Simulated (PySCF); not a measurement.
CH4F2OSSi, SMILES CO[Si](F)(F)S. Geometry: PBE0-D3(BJ)/def2-SVP. The structure was generated by enumeration, and PubChem lists no compound with its InChIKey, so it may never have been made. The values are those of a single conformer.

Give the equilibrium geometry at PBE0-D3(BJ)/def2-SVP (PySCF confirms it by a frequency run) as Cartesian coordinates in Å. (An estimate is asked for; the answer gives what the named calculation found.)

One answer among several that fit: 
```xyz
10

C     -2.0662     0.6784     1.0577
O     -1.1991     0.8789    -0.0325
Si     0.0767    -0.0418    -0.4435
F     -0.3728    -1.4970    -0.9526
F      0.7661     0.7105    -1.6778
S      1.4203    -0.3918     1.1471
H     -1.5123     0.4082     1.9731
H     -2.7954    -0.1190     0.8407
H     -2.6149     1.6129     1.2409
H      1.5749     0.9297     1.3880
```
Charge 0, spin multiplicity 1.
